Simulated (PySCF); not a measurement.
## [FeCl4]-: what the settings change

The complex [FeCl4]- (charge -1) contains Fe(III), shell d5. The structure is a PBE0-D3(BJ)/def2-TZVP geometry optimised for multiplicity 6; coordination tetrahedral, point group Td, metal–donor distances 2.21 Å.

```
5

Fe    0.0000    0.0000    0.0000
Cl   -1.2741   -1.2741    1.2741
Cl    1.2741    1.2741    1.2741
Cl    1.2741   -1.2741   -1.2741
Cl   -1.2741    1.2741   -1.2741
```

Method (PySCF 2.14, density fitting): CASSCF(5,5) with orbitals averaged over all microstates of the shell, strongly contracted NEVPT2 on the averaged canonical orbitals; basis x2c-TZVPall on the metal, x2c-SVPall elsewhere; spin-free X2C; IEF-PCM dichloromethane; spin-orbit coupling by state interaction with the mean-field operator over all roots.

Base run: NEVPT2 ground state 6A1, next 4T1 at 22582, then 4T2 at 26551 cm⁻¹, 10Dq(CASSCF) 5227, B(CASSCF) 1068, ζ 397 cm⁻¹, g 2.002 2.002 2.002, μeff(300 K) 5.92 μB.

(1) What happens with the basis x2c-TZVPall on all atoms?

(2) What happens with orbitals averaged over the highest spin alone?

No frequencies were computed for the optimised geometry. Charge-transfer states lie outside this active space and may come lower than some of these levels. NEVPT2 on the d shell alone tends to put d–d bands too high for such charged or covalently bound ions.

Answers

(1) NEVPT2 ground state 6A1, next 4T1 at 22571, then 4T2 at 26510 cm⁻¹, 10Dq(CASSCF) 5257, B(CASSCF) 1070, ζ 397 cm⁻¹, g 2.002 2.002 2.002, μeff(300 K) 5.92 μB. It took 21 s against 10 s on a shared host of the same kind.

(2) NEVPT2 ground state 6A1, next 4T1 at 25319, then 4T2 at 28494 cm⁻¹, 10Dq(CASSCF) 5086, B(CASSCF) 1170, ζ 432 cm⁻¹, g 2.002 2.002 2.002, μeff(300 K) 5.92 μB.
